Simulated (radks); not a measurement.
The numbers below are computed, except where a source is named.
Question: Cu+, 28 electrons, occupied as [Ar] 3d10 (the NIST ground configuration). Code: a radial shooting solver on a logarithmic mesh with Libxc functionals. Model: non-relativistic Kohn-Sham, BP86, spin-polarised, spherical densities, point nucleus. Some entries of the table are withheld. Estimate them.

| orbital | occ. | eigenvalue (hartree) | <r> (bohr) |
|---|---|---|---|
| 1s | 2 | -321.8430 | 0.05290 |
| 2s | 2 | -38.53449 | 0.2386 |
| 2p | 6 | -33.82108 | 0.2078 |
| 3s | 2 | (1) | (2) |
| 3p | 6 | (3) | 0.7552 |
| 3d | 10 | -0.50972 | 1.008 |
| 4s | 0 | (4) | 2.604 |
| 4p | 0 | -0.23366 | 3.466 |

Answer: 
(1) 3s eigenvalue (hartree): -4.39379
(2) 3s <r> (bohr): 0.7231
(3) 3p eigenvalue (hartree): -2.93095
(4) 4s eigenvalue (hartree): -0.42656
